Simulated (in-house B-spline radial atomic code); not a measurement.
Ge²⁺. Computed with a B-spline radial atomic code. Model: all-electron spherical atom, spin shells full or empty, radial basis limit, no spin-orbit coupling, Breit or QED, empty-state partial waves extrapolated as (l+1/2)^-4, RPA, G0W0 and static COHSEX of the highest shell as one setting changes (uncorrelated shells keep exact exchange).

Given: element Ge; charge 2; filled core Ar; hamiltonian one-electron scalar X2C; mean-field start PBE; highest l of empty states 9; nuclear rms radius 4.0742 fm; highest mean-field shell 4s.

Shell: 3d 5 5, 4s 1 1 (electrons up and down).

| lowest nl shells left uncorrelated | RPA correlation energy (hartree) | G0W0 level (eV) | G0W0 minus most complete (meV) | COHSEX level (eV) | removal by RPA minus most complete (meV) |
| --- | --- | --- | --- | --- | --- |
| 0 | -2.3072 | -34.505 | 0 | -36.697 | 0 |
| 1 | -2.156 | -34.505 | 0.4 | -36.696 | -0.2 |
| 2 | ? | ? | ? | ? | ? |
| 3 | -1.4884 | -34.497 | 8.1 | -36.682 | 2.7 |
| 4 | ? | ? | ? | ? | ? |
| 5 | -0.77752 | -34.558 | -53 | -36.838 | 11 |
| 6 | -0.079225 | -33.848 | 656.7 | -35.768 | -901.5 |

Problem. What follows for lowest nl shells left uncorrelated = 2?

Solution. RPA correlation energy -1.979 hartree; G0W0 level -34.511 eV; G0W0 minus most complete -5.7 meV; COHSEX level -36.71 eV; removal by RPA minus most complete 7.9 meV.

Problem. What follows for lowest nl shells left uncorrelated = 4?

Solution. RPA correlation energy -1.3061 hartree; G0W0 level -34.596 eV; G0W0 minus most complete -90.9 meV; COHSEX level -36.875 eV; removal by RPA minus most complete 87.9 meV.
